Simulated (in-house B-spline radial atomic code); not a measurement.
**Binding energies in As³⁺**

NIST's tabulated ground configuration is [Ar] 3d10 4s2; each binding energy is the energy of the ion with one electron taken from that subshell, relaxed, less that of the parent. Level of theory: Dirac-Hartree-Fock, average of configuration, Fermi nucleus of rms radius 4.0968 fm; calculated with an all-electron radial atomic-structure program (B-spline basis). Energies include first-order Breit, QED and recoil terms.

```csv
subshell,X-ray name,binding energy (eV),-ε (eV),relaxation (eV)
2s,L1,1582.2,1607.8,23.5
2p1/2,L2,1406.2,1434.0,25.7
2p3/2,L3,1370.3,1397.0,25.3
3s,M1,254.3,260.0,5.4
3p1/2,M2,194,199.6,5.4
3p3/2,M3,189,194.3,5.2
3d3/2,M4,86.28,91.38,5.09
3d5/2,M5,85.59,90.58,5.02
4s,N1,47.84,48.10,0.23
```

Relaxation = -ε minus the binding energy without Breit, QED and recoil terms.

Emission lines follow as differences of binding energies, with λ = 12398.42 eV·Å / E:

```csv
line,holes,energy (eV),wavelength (Å)
L3-M5,2p3/2 → 3d5/2,1284.7,9.6508
L2-M4,2p1/2 → 3d3/2,1319.9,9.3933
L1-M3,2s → 3p3/2,1393.2,8.8992
L3-M1,2p3/2 → 3s,1116.0,11.11
```

Task: What does it cost to remove two 2p1/2 electrons?

Result: 2905.8 eV, which is 93.51 eV more than the two single binding energies together.

Task: What does it cost to remove both a 2p3/2 and a 3d3/2 electron?

Result: 1489.7 eV, which is 33.17 eV more than the two single binding energies together.

Task: What does it cost to remove both a 2p1/2 and a 3d5/2 electron?

Result: 1524.9 eV, which is 33.13 eV more than the two single binding energies together.
